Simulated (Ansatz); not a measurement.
Mean bond length (Å) of eight silicon and germanium compounds: PBE-D3(BJ) beside PBE0-D3(BJ), computed with Ansatz (a program for electronic structure) for isolated molecules in the bases named; differences from unrounded values. The eight are the first of their class met in an unordered collection, after screening for sound electronic states; none was chosen by its value. Each level has its own optimised geometry.

```
molecule                                             basis  PBE0-D3(BJ)
------------------------------------------------  --------  -----------
CH8FNSi2, SMILES [SiH2](F)[SiH2]CN                def2-SVP        1.465
H₉PSi₃, SMILES [SiH3]P([SiH3])[SiH3]              def2-SVP        1.686
F2GeH4OSi, SMILES F[SiH](F)[O][GeH3]              def2-SVP        1.589
Si(H)2(SeH)2 (H₄Se₂Si), SMILES [SeH][SiH2][SeH]   def2-SVP        1.748
C2H6ClFSi, SMILES CC[Si@@H](F)Cl                  def2-SVP        1.406
C2H10ClNSi2, SMILES C[Si@H](Cl)[C@H](N)[SiH3]     def2-SVP        1.442
C2H10OSi3, SMILES [SiH2]1O[C@@H]([SiH2]C1)[SiH3]  def2-SVP        1.530
CH5F2NSi, SMILES C[Si](N)(F)F                     def2-SVP        1.346
```

### Question
Estimate the PBE-D3(BJ) values and say how PBE-D3(BJ) differs from PBE0-D3(BJ) over the set. (Estimate from the structure and the level; the computed values follow.)

### Answer

```json
[
 {"molecule": "CH8FNSi2, SMILES [SiH2](F)[SiH2]CN", "PBE-D3(BJ)": "1.476", "difference": "0.011"},
 {"molecule": "H₉PSi₃, SMILES [SiH3]P([SiH3])[SiH3]", "PBE-D3(BJ)": "1.697", "difference": "0.012"},
 {"molecule": "F2GeH4OSi, SMILES F[SiH](F)[O][GeH3]", "PBE-D3(BJ)": "1.605", "difference": "0.016"},
 {"molecule": "Si(H)2(SeH)2 (H₄Se₂Si), SMILES [SeH][SiH2][SeH]", "PBE-D3(BJ)": "1.762", "difference": "0.015"},
 {"molecule": "C2H6ClFSi, SMILES CC[Si@@H](F)Cl", "PBE-D3(BJ)": "1.417", "difference": "0.011"},
 {"molecule": "C2H10ClNSi2, SMILES C[Si@H](Cl)[C@H](N)[SiH3]", "PBE-D3(BJ)": "1.453", "difference": "0.011"},
 {"molecule": "C2H10OSi3, SMILES [SiH2]1O[C@@H]([SiH2]C1)[SiH3]", "PBE-D3(BJ)": "1.541", "difference": "0.011"},
 {"molecule": "CH5F2NSi, SMILES C[Si](N)(F)F", "PBE-D3(BJ)": "1.357", "difference": "0.011"}
]
```
PBE-D3(BJ) lies below PBE0-D3(BJ) in 0 and above it in 8 of the eight; the mean signed difference is 0.012 and the largest 0.016 Å.
